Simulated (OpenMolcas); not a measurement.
Au4+ among 4 point charges of -1.5 e arranged as a tetrahedron (Td).

```json
{
 "Program": "OpenMolcas 26.06",
 "Method": "SS-CASPT2, IPEA 0.25 Eh, imaginary shift 0.1 Eh (closed shells correlated: 4f 5s 5p)",
 "Basis": "ANO-RCC-VDZP [7s6p4d2f]",
 "Scalar Hamiltonian": "DKH2, point nucleus",
 "Active space": "7 electrons in 5 orbitals (5d)",
 "State averaging": "2S+1 = 4 even, 10 roots; 2S+1 = 2 even, 40 roots",
 "Spin-orbit coupling": "state interaction with AMFI integrals over the reference wave functions"
}
```

All point charges move together. At R = 2 Å the first state of the same spin is 2270 cm-1, and at R = 2.15 Å it is 1770 cm-1.

Question: A third run gives 3050 cm-1. What distance was it run at?

Answer: With a power law R^-n the two known points give n = -ln(1770 / 2270) / ln(2.15 / 2) = 3.44. Then R = 2 × (2270 / 3050)^(1/3.44) = 1.835 Å. The run was at 1.87 Å, so the estimate is off by -0.035 Å.

Roots that are degenerate in the reference are averaged as groups; the widest CASPT2 spread within a group is 270 cm-1 (the 3-fold group of multiplicity 4 near 2270 cm-1 above the lowest state of its run, R = 2). Shifts and gaps below about the spread of the groups concerned are not significant. Free-ion shares, where given, are those of the reference states; single-state CASPT2 does not remix them. Spin-orbit coupling mixes the spin-free states strongly: the lowest level takes only 41 % from its leading state, 4A2 (figures for R = 1.87; the like holds for R = 2, R = 2.15). The ground term spreads over less than 5000 cm-1, several times less than with real ligands, so orbital moments are less quenched and χT lies further from the spin-only value than at real sites (holds for R = 2; R = 2.15). Point charges carry no covalency, so the field is a model and not that of real ligands. No measured value stands beside these numbers.
